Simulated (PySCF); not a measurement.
Cd(SH)(GeH3) (CdGeH4S), SMILES [SH][Cd][GeH3].

The structure is a stationary point at B3LYP-D3(BJ)/def2-SVP. The structure was generated by enumeration; whether it is a known compound was not checked. The def2 effective core potentials stand for the cores of Cd; spin–orbit coupling is left out. The values are those of a single conformer.

Method: TDA-LC-ωPBE/def2-SVPD (PySCF).

Vertical excitations. Gas-phase values at a fixed geometry.

Question: Give excitation energies, oscillator strengths and character. (The exact figures need the calculation; the answer reports its results.)

Answer: 
```json
[
 {"state": "S1", "energy (eV)": "5.50", "λ (nm)": "225", "f": "0.025", "main pairs": "HOMO→LUMO 56 %, HOMO→LUMO+1 27 %"},
 {"state": "S2", "energy (eV)": "5.72", "λ (nm)": "217", "f": "0.002", "main pairs": "HOMO→LUMO+1 51 %, HOMO→LUMO 33 %"},
 {"state": "S3", "energy (eV)": "5.74", "λ (nm)": "216", "f": "0.040", "main pairs": "HOMO−1→LUMO 79 %, HOMO−1→LUMO+1 15 %"},
 {"state": "S4", "energy (eV)": "6.00", "λ (nm)": "207", "f": "0.055", "main pairs": "HOMO−1→LUMO+2 90 %"},
 {"state": "S5", "energy (eV)": "6.09", "λ (nm)": "204", "f": "0.122", "main pairs": "HOMO→LUMO+2 58 %, HOMO−1→LUMO+1 32 %"},
 {"state": "S6", "energy (eV)": "6.57", "λ (nm)": "189", "f": "0.011", "main pairs": "HOMO→LUMO+4 53 %, HOMO→LUMO+9 20 %, HOMO→LUMO+3 10 %"},
 {"state": "S7", "energy (eV)": "6.69", "λ (nm)": "185", "f": "1.166", "main pairs": "HOMO−1→LUMO+1 44 %, HOMO→LUMO+2 28 %, HOMO−1→LUMO 14 %"},
 {"state": "S8", "energy (eV)": "7.46", "λ (nm)": "166", "f": "0.004", "main pairs": "HOMO−2→LUMO+1 43 %, HOMO−1→LUMO+3 28 %"},
 {"state": "S9", "energy (eV)": "7.71", "λ (nm)": "161", "f": "0.193", "main pairs": "HOMO−2→LUMO 71 %"},
 {"state": "S10", "energy (eV)": "7.86", "λ (nm)": "158", "f": "0.096", "main pairs": "HOMO−2→LUMO+2 73 %, HOMO−1→LUMO+7 14 %"},
 {"state": "T1", "energy (eV)": "4.99", "λ (nm)": "248", "f": "0", "main pairs": "HOMO−1→LUMO 86 %"},
 {"state": "T2", "energy (eV)": "5.08", "λ (nm)": "244", "f": "0", "main pairs": "HOMO→LUMO+1 52 %, HOMO→LUMO 24 %, HOMO→LUMO+3 14 %"},
 {"state": "T3", "energy (eV)": "5.09", "λ (nm)": "244", "f": "0", "main pairs": "HOMO−1→LUMO+1 85 %"},
 {"state": "T4", "energy (eV)": "5.22", "λ (nm)": "238", "f": "0", "main pairs": "HOMO−1→LUMO+2 83 %"}
]
```
Triplets are in the Tamm–Dancoff approximation.
